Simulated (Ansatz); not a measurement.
One change: `N=C=CO` becomes `N=C=[CH][GaH2]`.

Ansatz, PBE0-D4/def2-TZVP geometries, multiplicity 1. Each molecule was computed in one conformer, which needn't be the lowest.

Scalar relativity is left out up to krypton.

```csv
property,`N=C=CO`
size of the dipole moment (B3LYP/def2-TZVPP) / D,1.25
HOMO energy (PBE0/def2-TZVPP) / eV,-6.16
LUMO energy (B3LYP/def2-TZVPP) / eV,-1.13
HOMO energy (ωB97M-V/def2-TZVPP) / eV,-8.37
LUMO energy (PBE0/def2-TZVPP) / eV,-0.85
HOMO–LUMO gap (PBE/def2-TZVPP) / eV,2.95
```

Problem. Give the same properties after the change, and the shifts. (An estimate is asked.)

Solution. Ansatz gave: 
| property | `N=C=[CH][GaH2]` | shift |
| --- | --- | --- |
| size of the dipole moment (B3LYP/def2-TZVPP) / D | 1.44 | 0.19 |
| HOMO energy (PBE0/def2-TZVPP) / eV | -7.13 | -0.97 |
| LUMO energy (B3LYP/def2-TZVPP) / eV | -1.77 | -0.64 |
| HOMO energy (ωB97M-V/def2-TZVPP) / eV | -9.25 | -0.88 |
| LUMO energy (PBE0/def2-TZVPP) / eV | -1.51 | -0.66 |
| HOMO–LUMO gap (PBE/def2-TZVPP) / eV | 3.75 | 0.80 |

With PBE0 the HOMO falls by 0.97 eV and the LUMO falls by 0.66 eV, so the gap widens by about 0.31 eV. PBE moves the HOMO by -1.14 eV and ωB97M-V by -0.88 eV. The zero-point energy changes by -3.7 kJ/mol with +3 modes. Dipoles are sizes alone; their direction can turn.

B3LYP here is the variant with VWN-RPA as its local correlation; programs differ in this.
